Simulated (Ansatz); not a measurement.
```yaml
crystal:
  periodic: [false, false, false]
  atoms:
    - {symbol: N, position_ang: [-0.594832, 1.508049, -0.352591]}
    - {symbol: Ga, position_ang: [-0.208031, -0.256031, -0.330003]}
    - {symbol: N, position_ang: [0.873766, -1.164740, 0.795207]}
    - {symbol: F, position_ang: [-0.991846, -1.220700, -1.573480]}
    - {symbol: H, position_ang: [-1.381060, 1.831186, -0.891545]}
    - {symbol: H, position_ang: [-0.429431, 2.094933, 0.447326]}
    - {symbol: H, position_ang: [1.565700, -0.696487, 1.355218]}
    - {symbol: H, position_ang: [1.165755, -2.096199, 0.549868]}
basis:
  gaussian: {orbitals: STO-3G}
total_charge: -1
magnetization: {spin_polarized: true, initial_magnetization: 2}
hamiltonian: {xc: {name: HF}}
correlation: {method: ccsd, electrons: all}
```

```sh
$ ansatz run in.yaml --threads 4 --pin off --events-out ev --progress --plain --max-ram 10444MiB
```

Shortened log:

```
Error: a molecule whose nuclei and cores have a total charge of 58 cannot have a net charge of -1 together with 2 unpaired electrons
```

In this input the number of unpaired electrons doesn't fit the electron count. The input was rejected before any iteration.
